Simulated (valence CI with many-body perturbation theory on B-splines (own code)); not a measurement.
E1 transitions of Re60+

Computed by valence CI with perturbative core correlation (CI+MBPT): five valence electrons over a frozen Dirac-Fock core [Ne], radial functions for each j: 11 s, 11 p, 10 d, 8 f, 5 g, 2 h, with the one-electron correlation potential Σ1 (screened to all orders), the two-electron term Σ2, the three-electron term Σ3, Breit, model QED; selected single and double excitations, second order for the rest, scaled by the run's own slope (own B-spline code, finite nucleus).

No measured spectrum was set against this ion. As an estimate, large intervals hold to a few tenths of a per cent, small ones and those within an open d or f shell to about a per cent. Among the levels kept, up to 3100 cm⁻¹ of a level comes from second order outside the variational space, and about a tenth of that is noise between levels of different J, which matters for small intervals.

Lines 51 to 100 of 557 in falling wavelength, among levels below 104.37 Ry, chosen from the strongest by gf and those to the six lowest levels. Wavelengths and rates use the calculated energies. Electric multipoles are in the length gauge, E1 and E2 with the static RPA response of the core. Weak lines are less certain than strong ones. Lines between different terms over intervals too small for the method are left out, as are lines whose strength nearly cancels. The highest levels of a list are the least certain.

Levels are named by their leading jj configuration (3d3/2^4 stands for four electrons in 3d with j = 3/2), which in mixed levels can hold well under half, so a name can repeat and another be missing. Letters in brackets count levels of one name in rising energy.

| λ vac (Å) | Upper | Lower | A (s⁻¹) | log gf | Branch % |
| --- | --- | --- | --- | --- | --- |
| 63.68 | (3s 3p1/2 3p3/2^2 3d5/2) J=5/2 [f] | (3s^2 3p3/2^2 3d5/2) J=5/2 [b] | 2.18e+10 | -1.10 | 0.6 |
| 63.54 | (3s 3p1/2^2 3p3/2 3d5/2) J=5/2 [b] | (3s^2 3p1/2 3p3/2 3d5/2) J=7/2 [b] | 3.89e+10 | -0.85 | 3.4 |
| 63.25 | (3s 3p1/2 3p3/2^2 3d5/2) J=3/2 [e] | (3s^2 3p3/2^2 3d5/2) J=5/2 [b] | 2.89e+10 | -1.16 | 1.0 |
| 63.14 | (3s 3p1/2^2 3p3/2^2) J=3/2 | (3s^2 3p1/2 3p3/2^2) J=5/2 | 3.57e+10 | -1.07 | 3.6 |
| 63.08 | (3s 3p1/2^2 3p3/2 3d5/2) J=5/2 [b] | (3s^2 3p1/2 3p3/2 3d5/2) J=5/2 [b] | 1.65e+10 | -1.23 | 1.4 |
| 62.45 | (3p1/2^2 3p3/2^2 3d3/2) J=3/2 | (3s 3p1/2 3p3/2^2 3d3/2) J=5/2 [c] | 2.89e+10 | -1.17 | 1.3 |
| 62.33 | (3s 3p1/2 3p3/2^2 3d5/2) J=7/2 [b] | (3s^2 3p3/2^2 3d5/2) J=7/2 | 1.06e+10 | -1.30 | 0.3 |
| 62.13 | (3s 3p1/2^2 3d3/2 3d5/2) J=5/2 [b] | (3s^2 3p1/2 3d3/2 3d5/2) J=7/2 [a] | 1.96e+10 | -1.17 | 5.4 |
| 61.66 | (3s 3p1/2 3p3/2^3) J=3/2 [b] | (3s^2 3p3/2^3) J=3/2 | 2.49e+10 | -1.25 | 0.9 |
| 61.60 | (3s 3p1/2^2 3d3/2^2) J=3/2 | (3s 3p1/2^2 3p3/2 3d3/2) J=5/2 [b] | 3.15e+10 | -1.14 | 22.3 |
| 61.28 | (3s 3p1/2^2 3d3/2 3d5/2) J=3/2 [b] | (3s^2 3p1/2 3d3/2 3d5/2) J=5/2 [a] | 2.21e+10 | -1.30 | 6.4 |
| 61.17 | (3p1/2^2 3p3/2^2 3d3/2) J=5/2 | (3s 3p1/2 3p3/2^2 3d3/2) J=7/2 [b] | 2.05e+10 | -1.16 | 0.8 |
| 60.59 | (3s 3p1/2^2 3p3/2 3d3/2) J=5/2 [b] | (3s^2 3p1/2 3p3/2 3d3/2) J=7/2 | 5.02e+10 | -0.78 | 3.9 |
| 60.50 | (3s 3p1/2 3p3/2^2 3d5/2) J=7/2 [c] | (3s^2 3p3/2^2 3d5/2) J=9/2 | 3.37e+10 | -0.83 | 1.6 |
| 60.21 | (3s 3p1/2^2 3p3/2 3d5/2) J=7/2 [b] | (3s^2 3p1/2 3p3/2 3d5/2) J=9/2 | 4.09e+10 | -0.75 | 3.1 |
| 60.14 | (3s 3p1/2^2 3p3/2 3d3/2) J=3/2 [b] | (3s^2 3p1/2 3p3/2 3d3/2) J=5/2 [a] | 2.67e+10 | -1.24 | 3.6 |
| 59.96 | (3s^2 3p1/2 3p3/2 3d3/2) J=1/2 [a] | (3s^2 3p1/2 3p3/2^2) J=1/2 | 3.48e+09 | -2.43 | 29.3 |
| 59.92 | (3s 3p1/2 3p3/2^2 3d5/2) J=9/2 [c] | (3s^2 3p3/2^2 3d5/2) J=9/2 | 2.96e+10 | -0.80 | 1.7 |
| 59.88 | (3s^2 3p1/2 3p3/2 3d3/2) J=3/2 [a] | (3s^2 3p1/2 3p3/2^2) J=1/2 | 2.58e+09 | -2.26 | 0.8 |
| 59.52 | (3s 3p1/2^2 3p3/2^2) J=3/2 | (3s^2 3p1/2 3p3/2^2) J=3/2 | 1.68e+10 | -1.45 | 1.7 |
| 59.44 | (3p1/2^2 3p3/2^3) J=3/2 | (3s 3p1/2 3p3/2^3) J=5/2 | 6.82e+10 | -0.84 | 2.7 |
| 59.40 | (3s 3p1/2 3p3/2^2 3d3/2) J=5/2 [e] | (3s^2 3p3/2^2 3d3/2) J=7/2 | 3.83e+10 | -0.91 | 0.8 |
| 58.91 | (3s 3p1/2^2 3p3/2^2) J=1/2 | (3s^2 3p1/2 3p3/2^2) J=3/2 | 3.34e+08 | -3.46 | 0.0 |
| 58.78 | (3s 3p1/2 3p3/2^2 3d5/2) J=5/2 [c] | (3s^2 3p3/2^2 3d5/2) J=7/2 | 1.89e+10 | -1.23 | 1.0 |
| 58.62 | (3p1/2^2 3p3/2^2 3d3/2) J=7/2 | (3s 3p1/2 3p3/2^2 3d3/2) J=9/2 | 5.99e+10 | -0.61 | 2.3 |
| 58.39 | (3s 3p1/2 3p3/2 3d3/2^2) J=3/2 [a] | (3s 3p1/2 3p3/2^2 3d3/2) J=5/2 [a] | 2.77e+10 | -1.25 | 4.4 |
| 57.68 | (3s 3p1/2 3p3/2 3d3/2^2) J=5/2 [a] | (3s 3p1/2 3p3/2^2 3d3/2) J=7/2 [a] | 4.53e+10 | -0.87 | 5.2 |
| 56.85 | (3s 3p1/2^2 3p3/2 3d3/2) J=1/2 [b] | (3s^2 3p1/2 3p3/2 3d3/2) J=3/2 [a] | 5.26e+10 | -1.29 | 3.4 |
| 56.81 | (3s 3p1/2 3p3/2 3d3/2^2) J=7/2 | (3s 3p1/2 3p3/2^2 3d3/2) J=9/2 | 2.72e+10 | -0.98 | 4.0 |
| 56.61 | (3s^2 3p1/2 3p3/2 3d3/2) J=5/2 [a] | (3s^2 3p1/2 3p3/2^2) J=5/2 | 6.82e+09 | -1.71 | 75.2 |
| 56.60 | (3s 3p1/2^2 3p3/2 3d5/2) J=7/2 [b] | (3s^2 3p1/2 3p3/2 3d5/2) J=7/2 [a] | 1.96e+10 | -1.12 | 1.5 |
| 55.67 | (3s^2 3p1/2 3p3/2 3d3/2) J=3/2 [a] | (3s^2 3p1/2 3p3/2^2) J=5/2 | 1.86e+10 | -1.46 | 5.9 |
| 55.64 | (3s 3p1/2^2 3d3/2^2) J=5/2 | (3s 3p1/2^2 3p3/2 3d3/2) J=3/2 [b] | 1.88e+10 | -1.28 | 19.2 |
| 54.38 | (3p1/2^2 3p3/2^2 3d3/2) J=1/2 | (3p1/2^2 3p3/2^3) J=3/2 | 7.38e+10 | -1.18 | 3.4 |
| 53.55 | (3s^2 3p1/2 3p3/2 3d3/2) J=7/2 | (3s^2 3p1/2 3p3/2^2) J=5/2 | 1.34e+09 | -2.34 | 99.5 |
| 53.06 | (3s^2 3p1/2^2 3d3/2) J=3/2 | (3s^2 3p1/2^2 3p3/2) J=3/2 | 1.30e+10 | -1.66 | 100.0 |
| 52.90 | (3s^2 3p1/2 3p3/2 3d3/2) J=1/2 [a] | (3s^2 3p1/2 3p3/2^2) J=3/2 | 5.19e+09 | -2.36 | 43.7 |
| 52.83 | (3s^2 3p1/2 3p3/2 3d3/2) J=3/2 [a] | (3s^2 3p1/2 3p3/2^2) J=3/2 | 8.92e+08 | -2.83 | 0.3 |
| 52.23 | (3s 3p1/2^2 3d3/2 3d5/2) J=7/2 [b] | (3s 3p1/2^2 3p3/2 3d5/2) J=7/2 [b] | 1.51e+10 | -1.31 | 4.1 |
| 49.33 | (3s^2 3p1/2 3d3/2 3d5/2) J=9/2 | (3s^2 3p1/2 3p3/2 3d5/2) J=9/2 | 1.81e+10 | -1.18 | 5.6 |
| 48.30 | (3s^2 3p1/2 3p3/2 3d3/2) J=1/2 [b] | (3s^2 3p1/2 3p3/2^2) J=1/2 | 6.50e+08 | -3.34 | 0.0 |
| 48.14 | (3s^2 3p1/2 3p3/2 3d3/2) J=3/2 [b] | (3s^2 3p1/2 3p3/2^2) J=1/2 | 1.18e+09 | -2.78 | 0.0 |
| 47.35 | (3s^2 3p1/2 3p3/2 3d3/2) J=5/2 [b] | (3s^2 3p1/2 3p3/2^2) J=5/2 | 3.17e+09 | -2.19 | 0.1 |
| 45.75 | (3s 3p1/2^2 3d3/2 3d5/2) J=9/2 | (3s 3p1/2^2 3p3/2 3d5/2) J=9/2 | 2.65e+10 | -1.08 | 7.1 |
| 45.38 | (3s^2 3p1/2 3p3/2 3d3/2) J=3/2 [b] | (3s^2 3p1/2 3p3/2^2) J=5/2 | 1.65e+09 | -2.69 | 0.0 |
| 43.61 | (3s^2 3p1/2 3p3/2 3d3/2) J=1/2 [b] | (3s^2 3p1/2 3p3/2^2) J=3/2 | 8.99e+09 | -2.29 | 0.2 |
| 42.91 | (3s^2 3p3/2 3d5/2^2) J=5/2 | (3s^2 3p3/2^2 3d5/2) J=5/2 [b] | 2.97e+10 | -1.31 | 8.3 |
| 42.10 | (3s^2 3p3/2 3d5/2^2) J=5/2 | (3s^2 3p3/2^2 3d5/2) J=3/2 | 8.88e+10 | -0.85 | 24.8 |
| 42.02 | (3s 3p1/2^2 3d3/2 3d5/2) J=7/2 [b] | (3s^2 3p1/2 3d3/2^2) J=5/2 | 2.70e+10 | -1.24 | 7.4 |
| 40.91 | (3s^2 3p1/2 3p3/2 3d5/2) J=3/2 [a] | (3s^2 3p1/2 3p3/2^2) J=1/2 | 1.98e+09 | -2.70 | 0.9 |

Task: How does gf follow from A for the line at 58.91 Å?

Result: gf = 1.4992 × (2J+1)_upper × A / σ², with σ = 1697547 cm⁻¹ and 2J+1 = 2: gf = 0.000348.
